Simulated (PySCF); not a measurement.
# Correlation energy of C (carbon, neutral)

[He] 2s2 2p1 3s1, high-spin 3P determinant (an excited configuration). All numbers are calculated (PySCF 2.14, no relativity, point nucleus, in aug-cc-pwCVTZ (7s6p4d2f, 59 functions)). Frozen: 1s2; 4 electrons correlated.

MP2 pair energies summed by pair of shells (mhartree):

```json
{"pair": "2s-2s", "energy": "-29.75", "share (%)": "49.7"}
{"pair": "2s-2p", "energy": "-22.47", "share (%)": "37.5"}
{"pair": "2s-3s", "energy": "-6.07", "share (%)": "10.1"}
{"pair": "2p-3s", "energy": "-1.62", "share (%)": "2.7"}
```

Total MP2 correlation energy: -59.90 mhartree.

Same-spin part -6.71 and opposite-spin part -53.19 mhartree; SCS-MP2 scales them by 1/3 and 6/5 to -66.06 mhartree.
